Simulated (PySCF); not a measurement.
Structure with atom numbers: `[CH3:1][CH:2]([CH3:3])[c:4]1[n:5][cH:6][cH:7][nH:8]1`. Each H is labelled by its parent atom.

GIAO PBE0/pcSseg-1 shifts (PySCF 2.14.0 with density-fitted response routines, gas phase, non-relativistic, equivalent atoms averaged), each against references optimised in the same way as the molecule (TMS, NH3).

On the GFN2-xTB geometry: C4 154.5, C6 133.6, C7 118.4, C2 33.7, C1/C3 25.5, N5 296.3, N8 170.3, H(N8) 8.04, H(C6) 7.07, H(C7) 6.90, H(C2) 3.28, H(C1)/H(C3) 1.23 ppm.

What changes on the PBE0-D3(BJ)/def2-SVP geometry?

## Answers


```csv
atoms,δ (ppm),change
C4,153.2,-1.3
C6,133.6,+0.0
C7,118.4,+0.0
C2,31.7,-2.0
C1/C3,24.5,-1.0
N5,297.7,+1.4
N8,172.0,+1.7
H(N8),7.74,-0.30
H(C6),6.97,-0.10
H(C7),6.87,-0.03
H(C2),3.11,-0.17
H(C1)/H(C3),1.16,-0.07
```

Bonds between heavy atoms that differ most (equivalent bonds averaged): C6–C7 1.363 → 1.373 Å, N5–C6 1.359 → 1.368 Å, C4–N5 1.306 → 1.313 Å, C7–N8 1.368 → 1.373 Å, C2–C4 1.492 → 1.497 Å. Mean change of bonds to hydrogen: C–H +0.014 Å, N–H +0.005 Å.
